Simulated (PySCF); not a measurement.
**Two-component Hartree-Fock for Zn²⁺ (zinc, charge +2)**

Start: [Ar] 3d10. Calculated with PySCF 2.14 in x2c-TZVPall-2c with one added diffuse shell each of s, p, d type (7s8p5d1f, 63 functions): generalised Hartree-Fock with the X2C-1e Hamiltonian and a Gaussian nucleus; one run each with spin-orbit coupling (SO) switched off, then screened by Boettger's factors. This is a chosen level, not necessarily the ground level.

| spinor shell | electrons | ε, spin-free (eV) | ε, screened SO (eV) | weight of nominal j (screened SO) | rms radius, screened SO (bohr) |
| --- | --- | --- | --- | --- | --- |
| 1s1/2 | 2 | -9750.6 | -9750.5 | 1.000 | 0.0580 |
| 2s1/2 | 2 | -1253.9 | -1253.9 | 1.000 | 0.244 |
| 2p1/2 | 2 | -1085.4 | -1101.8 | 1.000 | 0.217 |
| 2p3/2 | 4 | -1085.4 | -1077.4 | 1.000 | 0.220 |
| 3s1/2 | 2 | -178.25 | -178.25 | 1.000 | 0.732 |
| 3p1/2 | 2 | -126.19 | -128.43 | 1.000 | 0.769 |
| 3p3/2 | 4 | -126.19 | -125.11 | 1.000 | 0.780 |
| 3d3/2 | 4 | -41.419 | -41.680 | 1.000 | 0.979 |
| 3d5/2 | 6 | -41.419 | -41.246 | 1.000 | 0.987 |

| quantity | spin-free | screened SO |
| --- | --- | --- |
| E (hartree) | -1793.32058 | -1793.37163 |
| M_J | 0 | 0 |
| ⟨J²⟩ | 0.000 | 0.000 |
| ⟨L²⟩ | 0.000 | 0.002 |
| ⟨S²⟩ | 0.000 | 0.002 |

Without spin-orbit coupling the j labels of p, d and f shells carry no meaning; the spin-free column gives the mean over the occupied spinors of each nl shell.
